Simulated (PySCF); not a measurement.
C$_{2}$H$_{6}$AlF, triplet, geometry from GFN2-xTB (such geometries of metal compounds can be far from the true shape) (a higher spin typed on purpose: for a closed-shell molecule this is an excited state); HF/STO-3G in PySCF.

Here is a job for PySCF.
```python
from pyscf import gto, scf

mol = gto.Mole()
mol.atom = '''
    Al    0.19980914   -0.19312548    0.17540542
    C     1.86426202   -0.01408556   -1.33131879
    H     2.71149304   -0.59501172   -0.98260111
    H     2.10194063    1.04149136   -1.40422681
    H     1.47358845   -0.39396865   -2.26892868
    C    -1.33990430   -0.49273228    1.79163399
    H    -2.20356044   -0.94327075    1.31501834
    H    -1.57520826    0.49218926    2.17972022
    H    -0.91915931   -1.13736804    2.55602788
    F    -0.81475103    0.78749742   -0.71524128
'''
mol.basis = 'sto-3g'
mol.spin = 2
mol.verbose = 4
mol.build()

mf = scf.UHF(mol)
mf.diis_space = 12
mf.kernel()
```

It wrote (shortened):

```
PySCF version 2.14.0

[INPUT] verbose = 4
[INPUT] num. atoms = 10
[INPUT] num. electrons = 40
[INPUT] charge = 0
[INPUT] spin (= nelec alpha-beta = 2S) = 2
[INPUT] symmetry False subgroup None
[INPUT] Mole.unit = angstrom
[INPUT] Symbol           X                Y                Z      unit          X                Y                Z       unit  Magmom
[INPUT]  1 Al     0.199809140000  -0.193125480000   0.175405420000 AA    0.377584551785  -0.364954264875   0.331468204564 Bohr   0.0
[INPUT]  2 C      1.864262020000  -0.014085560000  -1.331318790000 AA    3.522944642228  -0.026617850711  -2.515827897587 Bohr   0.0
[INPUT]  3 H      2.711493040000  -0.595011720000  -0.982601110000 AA    5.123979234264  -1.124409191706  -1.856846987594 Bohr   0.0
[INPUT]  4 H      2.101940630000   1.041491360000  -1.404226810000 AA    3.972092120796   1.968133431501  -2.653604087672 Bohr   0.0
[INPUT]  5 H      1.473588450000  -0.393968650000  -2.268928680000 AA    2.784678590822  -0.744492850165  -4.287653801371 Bohr   0.0
[INPUT]  6 C     -1.339904300000  -0.492732280000   1.791633990000 AA   -2.532052160127  -0.931129061933   3.385697556562 Bohr   0.0
[INPUT]  7 H     -2.203560440000  -0.943270750000   1.315018340000 AA   -4.164125730526  -1.782523378813   2.485024511380 Bohr   0.0
[INPUT]  8 H     -1.575208260000   0.492189260000   2.179720220000 AA   -2.976712200553   0.930102902852   4.119074243977 Bohr   0.0
[INPUT]  9 H     -0.919159310000  -1.137368040000   2.556027880000 AA   -1.736959360744  -2.149314098433   4.830192659953 Bohr   0.0
[INPUT] 10 F     -0.814751030000   0.787497420000  -0.715241280000 AA   -1.539656306407   1.488154447602  -1.351610132183 Bohr   0.0

nuclear repulsion = 145.762292014365
number of shells = 20
number of NR pGTOs = 90
number of NR cGTOs = 30
basis = sto-3g
ecp = {}

******** <class 'pyscf.scf.uhf.UHF'> ********
method = UHF
initial guess = minao
damping factor = 0
level_shift factor = 0
DIIS = <class 'pyscf.scf.diis.CDIIS'>
diis_start_cycle = 1
diis_space = 12
diis_damp = 0
SCF conv_tol = 1e-09
SCF conv_tol_grad = None
SCF max_cycles = 50
direct_scf = True
direct_scf_tol = 1e-13
number electrons alpha = 21  beta = 19
Set gradient conv threshold to 3.16228e-05
init E= -414.785923608721

cycle= 1 E= -415.079253091577  delta_E= -0.293  |g|= 0.277  |ddm|= 2.52
cycle= 2 E= -415.168688712377  delta_E= -0.0894  |g|= 0.0994  |ddm|= 0.703
cycle= 3 E= -415.177739778505  delta_E= -0.00905  |g|= 0.034  |ddm|= 0.16
cycle= 4 E= -415.179692218923  delta_E= -0.00195  |g|= 0.013  |ddm|= 0.0958
cycle= 5 E= -415.180050398128  delta_E= -0.000358  |g|= 0.00573  |ddm|= 0.0429
cycle= 6 E= -415.180123936456  delta_E= -7.35e-05  |g|= 0.00164  |ddm|= 0.0229
cycle= 7 E= -415.180130123086  delta_E= -6.19e-06  |g|= 0.000488  |ddm|= 0.00607
cycle= 8 E= -415.180130897406  delta_E= -7.74e-07  |g|= 0.000186  |ddm|= 0.00219
cycle= 9 E= -415.18013104791  delta_E= -1.51e-07  |g|= 7.37e-05  |ddm|= 0.00096
cycle= 10 E= -415.180131077267  delta_E= -2.94e-08  |g|= 2.52e-05  |ddm|= 0.000504
cycle= 11 E= -415.180131079679  delta_E= -2.41e-09  |g|= 8.31e-06  |ddm|= 0.000131
cycle= 12 E= -415.180131079977  delta_E= -2.98e-10  |g|= 1.48e-06  |ddm|= 6.16e-05
Extra cycle  E= -415.180131079981  delta_E= -3.64e-12  |g|= 8.28e-07  |ddm|= 3.17e-06
converged SCF energy = -415.180131079981  <S^2> = 2.0201485  2S+1 = 3.0134024
```
